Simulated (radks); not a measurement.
The numbers below are computed, except where a source is named.
Lu+, 70 electrons, occupied as [Xe] 4f14 6s2. Code: a radial shooting solver on a logarithmic mesh with Libxc functionals. Model: Dirac Kohn-Sham, LB94 model potential, spin-unpolarised, spherical densities, finite nucleus; Fermi nuclear charge, rms radius 5.37 fm.

Radial electron density D(r) = 4 pi r^2 rho(r):

```
   r/bohr * D(r) (the largest magnitude, 126, reaches the edge; | marks zero)
 0.003239 |               *
 0.004354 |                     *
 0.005901 |                             *
 0.007998 |                                    *
  0.01084 |                                         *
  0.01469 |                                          *
  0.01991 |                                       *
  0.02698 |                                      *
  0.03657 |                                           *
  0.04956 |                                                     *
  0.06717 |                                                      *
   0.0903 |                                             *
   0.1224 |                                            *
   0.1659 |                                                  *
   0.2248 |                                      *
   0.3047 |                        *
   0.4129 |                            *
   0.5596 |                        *
   0.7584 |            *
    1.028 |      *
    1.393 |   *
    1.888 | *
    2.538 |*
     3.44 *
    4.662 *
    6.318 *
    8.563 *
```

D(r) has 4 maxima, at r = 0.0133, 0.0596, 0.166, 0.447 bohr, and minima at 0.0257, 0.108, 0.317 bohr, inside which lie 2.02, 11.15, 29.93 electrons.
